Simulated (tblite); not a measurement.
Compound: C3H3F3OS (charge -1 and doublet state).
Z-matrix (Å and degrees, GFN2-xTB geometry), rows numbered from 1:
```
C 
O   1  1.4120
C   2  1.3994  1  114.65
S   3  1.6921  2  122.14  1   -59.78
C   3  1.4586  2  114.04  1    96.11
F   5  1.4173  3  117.07  2   -73.33
F   5  1.3658  3  113.41  2    43.80
F   5  1.3419  3  115.10  2   165.43
H   1  1.0979  2  111.30  3   -68.10
H   1  1.0960  2  110.21  3    52.87
H   1  1.0910  2  106.82  3   172.16
```

Method: GFN2-xTB as coded in tblite; computed harmonic values from a numerical Hessian at the method's own geometry, unscaled. Errors from tens to a few hundred cm⁻¹ against measured bands are possible. One conformer, not necessarily the lowest. Open shells enter through the occupations alone, without spin polarisation, and single modes of such species can be off by tens of per cent.

Harmonic wavenumbers (cm⁻¹): 36.2, 58.1, 138.4, 153.0, 174.1, 254.3, 314.7, 362.9, 443.0, 490.3, 513.0, 545.6, 635.7, 712.3, 929.8, 980.8, 1033.6, 1069.0, 1126.6, 1161.9, 1202.2, 1389.5, 1472.0, 1488.7, 2889.5, 2922.6, 2979.9.

A = 2149, B = 1540, C = 1122 MHz; mass 143.986 u (most abundant isotopes); point group C1, symmetry number 1; spin multiplicity 2.

Task: Zero-point energy?

Result: ½Σν̃ = 12739 cm⁻¹ = 152.39 kJ/mol.

Task: Give the ideal-gas entropy at 350 K and 1 bar in the rigid-rotor, harmonic-oscillator model (classical rotation).

Result: Translation 174.17, rotation 122.71, vibration 125.36, spin (R ln 2) 5.76: S = 428.0 J/(mol K).

Task: And Cp and H(350 K) − H(0)?

Result: Cp = 145.23 J/(mol K), of which vibrations give 111.97 (their classical limit is 27 R = 224.5); H(350 K) − H(0) = 33.41 kJ/mol without the zero-point energy, 21.77 from vibrations.

Task: What must be added to the electronic energy to get the Gibbs energy at 350 K and 1 bar?

Result: ZPE + [H(350 K) − H(0)] − T·S = 152.39 + 33.41 − 149.80 = 36.00 kJ/mol.

Task: Blend soft modes into free rotors: weight 1/[1 + (100 cm⁻¹/ν̃)⁴] for the oscillator and the rest for a rotor with moment μB/(μ + B), μ = h/(8π²ν), B = 10⁻⁴⁴ kg m². What vibrational entropy results?

Result: 112.67 J/(mol K) in place of 125.36, which changes −T·S at 350 K by +4.44 kJ/mol.

Task: Which modes carry the vibrational entropy at 350 K?

Result: 36.2 cm⁻¹: 24.16; 58.1 cm⁻¹: 20.24; 138.4 cm⁻¹: 13.11; 153.0 cm⁻¹: 12.31; 174.1 cm⁻¹: 11.27; 254.3 cm⁻¹: 8.31 J/(mol K); the other 21 give 35.96 together.

Hindered rotation and anharmonicity are outside this model. Other conformers, if any are populated, would add a mixing term that is left out. The structure is chiral; the term R ln 2 for an equal mix with its mirror image is left out.
